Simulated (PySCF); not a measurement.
The multiplicity is imposed and other spin states were not computed.

Cartesian coordinates (Å):
```xyz
4

Zn    -0.0690     0.0254     0.0561
O     -0.8493    -1.5582    -0.1924
H     -0.8203    -2.1030     0.6163
Br     0.8687     2.0529     0.1898
```
Charge 0, spin multiplicity 1.

Q: What is the computed dipole moment, charge on the central atom (Mulliken), LUMO, HOMO, charge on the central atom (meta-Löwdin), total energy and HOMO–LUMO gap (PBE-D3(BJ)/def2-TZVP // PBE-D3(BJ)/def2-SVP (PySCF 2.14.0))?

A: 
The dipole moment is 1.55 D, the charge on the central atom (Mulliken) is 0.49 e and the LUMO is -2.42 eV. The HOMO is -6.93 eV and the charge on the central atom (meta-Löwdin) is 1.18 e. The total energy is -4428.7578 Ha and the HOMO–LUMO gap is 4.50 eV.
